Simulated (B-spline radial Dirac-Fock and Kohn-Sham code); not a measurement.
Elastic and transport cross sections of niobium for electrons

The computed values come from a B-spline atomic structure program: relativistic (Dirac) partial waves in the static field of the Dirac-Fock atom with Furness-McCarthy exchange, without polarisation or absorption potentials. σ_tr1 and σ_tr2 weight the cross section with 1 − P₁ and 1 − P₂ of cos θ; "backward" is the share scattered beyond 90°.

```
energy (eV)  σ (a₀²)  σ_tr1 (a₀²)  σ_tr2 (a₀²)  σ/σ_tr1  backward (%)
       3000     5.09        0.393        0.583     12.9           2.6
       3560     4.59        0.308        0.482     14.9           2.2
       3610        ?            ?            ?        ?             ?
       5000     3.71        0.187        0.322     19.8           1.4
       6160     3.24        0.137        0.248     23.7           1.1
       6540     3.12        0.125        0.229     24.9           1.0
       7470     2.86        0.102        0.192     28.0          0.86
       7590     2.83       0.0997        0.188     28.4          0.84
       9240     2.48       0.0736        0.144     33.7          0.65
      10000     2.35       0.0651        0.129     36.1          0.58
      10200     2.31       0.0631        0.126     36.7          0.57
      10400     2.28       0.0612        0.123     37.3          0.56
      12900     1.97       0.0436       0.0903     45.1          0.42
      16700     1.64       0.0289       0.0620     56.7          0.30
      17200     1.60       0.0275       0.0594     58.2          0.28
      20000     1.44       0.0216       0.0474     66.6          0.23
      21200     1.38       0.0196       0.0434     70.2          0.22
      22000     1.34       0.0185       0.0410     72.5          0.21
      30000     1.07       0.0111       0.0255     95.9          0.14
      30400     1.06       0.0109       0.0250     97.0          0.13
```

Problem. Fill in the row for 3.61 keV.

Solution. σ = 4.55 a₀², σ_tr1 = 0.302 a₀², σ_tr2 = 0.474 a₀², σ/σ_tr1 = 15.1, backward 2.1 %. The ratio σ/σ_tr1 is roughly the number of elastic collisions that randomise the direction.
